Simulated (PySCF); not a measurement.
# Orbital energies, ionisation energy and electron affinity

Species: C₄H₄ClP₃.
Z-matrix (Å and degrees, PBE0-D3(BJ)/def2-SVP geometry), rows numbered from 1:
```
C 
C   1  1.5141
P   2  1.7417  1  114.57
C   3  1.7276  2  106.58  1  -178.07
P   4  1.7256  3  136.12  2    -0.61
C   5  1.7443  4  104.00  3    -0.27
Cl  6  1.7482  5  113.04  4  -179.13
P   2  1.7409  1  113.70  3   179.95
H   1  1.1010  2  111.87  3  -145.89
H   1  1.1030  2  110.61  3    94.77
H   1  1.1008  2  111.49  3   -24.46
H   4  1.0993  3  112.13  2   179.90
```

Level: PBE0/def2-SVPD (PySCF). Frontier orbitals with their largest atomic shares (Löwdin; up to four atoms above 4 %):

| orbital | ε (eV) | main atoms |
| --- | --- | --- |
| HOMO−3 | -7.79 | P5 43 %, P8 16 %, P3 12 %, C6 10 % |
| HOMO−2 | -7.69 | P8 25 %, C2 18 %, C4 18 %, P5 10 % |
| HOMO−1 | -7.63 | P3 37 %, P8 28 %, C2 12 %, C4 8 % |
| HOMO | -7.28 | ? |
| LUMO | -2.73 | P8 24 %, C4 18 %, C6 17 %, P3 17 % |
| LUMO+1 | -2.66 | P5 26 %, C2 20 %, C6 15 %, C4 12 % |
| LUMO+2 | 0.04 | P3 23 %, P5 21 %, P8 19 %, C4 10 % |

**Question.** What vertical ionisation energy does ΔSCF give, and how far is −ε(HOMO) from it?

**Answer.** ΔSCF: 8.89 eV (858 kJ/mol; threshold wavelength 139 nm); ⟨S²⟩ of the doublet left behind is 0.776, against 0.75 for a pure doublet. −ε(HOMO) is 7.28 eV, 1.61 eV below it. In exact Kohn–Sham theory the two would be equal; PBE0 (global hybrid, 25 % exact exchange) falls short of its own ΔSCF value by 18 %. Holes in the HOMO−1 and HOMO−2 were tried too where these lie within 1.2 eV of the HOMO; the lowest converged state counts.

**Question.** On which atoms does the HOMO lie?

**Answer.** Cl7 (aryl chlorine) 22 %, C6 (aromatic C–Cl carbon) 21 %, P3 (phosphorus bonded to 2 C) 18 %, P5 (phosphorus bonded to 2 C) 13 %, so no atom holds as much as 40 %. The HOMO−1 lies 0.35 eV lower.

**Question.** And the vertical electron affinity, the fundamental gap, Mulliken's electronegativity and the hardness (with the factor ½)?

**Answer.** EA = 1.18 eV by ΔSCF (−ε(LUMO) = 2.73 eV). IE − EA = 7.71 eV against an orbital gap of 4.55 eV; (IE + EA)/2 = 5.04 eV; (IE − EA)/2 = 3.86 eV. Parr's electrophilicity index (IE + EA)²/[8(IE − EA)] is 1.64 eV.

**Question.** What total energies stand behind the ΔSCF value?

**Answer.** E(N) = -1637.77097 Eh and E(N − 1) = -1637.44423 Eh at the same geometry, 0.32674 Eh apart. With one more electron, E(N + 1) = -1637.81424 Eh.

**Question.** The lowest singlet excitation (vertical TDDFT, same level) lies at 3.50 eV. How far is it below IE − EA?

**Answer.** IE − EA = 7.71 eV, so by 4.21 eV.

**Question.** What kinetic energy would electrons from this vertical process carry with He I light (21.218 eV)?

**Answer.** 21.22 − 8.89 = 12.33 eV.

Geometry: PBE0-D3(BJ)/def2-SVP; no solvent, vibrations or thermal averaging.
